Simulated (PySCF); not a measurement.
C2H4ClFSi, SMILES C=C[Si@H](F)Cl. The structure is a stationary point at B3LYP-D3(BJ)/def2-SVP. The structure was generated by enumeration; whether it is a known compound was not checked. Other conformers were not sampled.

**Question.** Give the equilibrium geometry at B3LYP-D3(BJ)/def2-SVP (PySCF confirms it by a frequency run) as a Z-matrix. (An estimate is asked for; the answer gives what the named calculation found.)

**Answer.** Several could match; the one computed here: 
```
C
C 1 1.3405
H 2 1.0951 1 121.45
H 2 1.0955 3 116.48 1 -179.78
H 1 1.0975 2 119.29 3 -179.63
Si 1 1.8495 5 119.12 2 -179.59
F 6 1.6253 1 107.56 5 177.64
H 6 1.4797 7 107.87 3 -122.99
Cl 6 2.0680 8 107.74 7 116.61
```
Charge 0, spin multiplicity 1.
